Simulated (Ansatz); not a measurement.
Calculated with Ansatz (gas phase, PBE0-D4/def2-TZVP geometries, no zero-point term in ΔE). CCSD(T)/CBS is the MP2 limit (def2-TZVPP, def2-QZVPP) plus CCSD(T) − MP2 in def2-TZVPP, frozen cores. This one scheme is used for every species. DFT in def2-TZVPP. B3LYP here is the variant with VWN-RPA as its local correlation; programs differ in this. For Ge outer-core shells are correlated without core-valence functions, which leaves a few kJ/mol of doubt a bond. Scalar relativity is left out up to krypton. Each species was taken in one conformer, which may not be the lowest.

Reaction (germylene formation by 1,1-elimination): `C[O][GeH]([SH])[O]C` → CH₃OH + `C[O][Ge][SH]`

| level | ΔE (kcal/mol) | difference from CCSD(T)/CBS |
| --- | --- | --- |
| PBE-D4 | 15.7 | -5.5 |
| r2SCAN-D4 | 22.0 | 0.8 |
| PBE0-D4 | 20.7 | -0.5 |
| B3LYP-D4 | 15.9 | -5.3 |
| ωB97X-V | 24.5 | 3.3 |
| ωB97M-V | 20.0 | -1.2 |
| B2PLYP | 18.3 | -2.9 |
| PBE | 13.3 | -7.9 |
| r2SCAN | 21.3 | 0.1 |
| PBE0 | 18.6 | -2.6 |
| B3LYP | 12.3 | -8.9 |
| HF/def2-TZVPP | 22.1 | 0.9 |
| MP2/def2-TZVPP | 27.0 | 5.8 |
| SCS-MP2/def2-TZVPP | 25.3 | 4.1 |
| CCSD/def2-TZVPP | 24.7 | 3.5 |
| CCSD(T)/def2-TZVPP | 24.7 | 3.5 |
| HF/def2-QZVPP | 21.8 | 0.6 |
| MP2/def2-QZVPP | 24.9 | 3.7 |
| SCS-MP2/def2-QZVPP | 23.5 | 2.3 |
| HF/CBS(def2) | 21.7 | 0.5 |
| MP2/CBS(def2) | 23.5 | 2.3 |
| CCSD/CBS(def2) | 21.1 | -0.1 |
| CCSD(T)/CBS | 21.2 | 0 |

Largest T1 diagnostic among the species: 0.015.

The D4 term adds +3.6 kcal/mol with B3LYP and +2.1 kcal/mol with PBE0; it sums over pairs of atoms, weighted by their polarisabilities, and B3LYP, whose exchange is more repulsive, gets the larger term. From PBE to PBE0 (25 % exact exchange), in def2-TZVPP and without D4, ΔE moves by +5.2 kcal/mol. In def2-TZVPP, CCSD(T) changes the Hartree–Fock value by +2.6 kcal/mol (the triples alone add +0.0 kcal/mol) and MP2 by +4.9 kcal/mol.
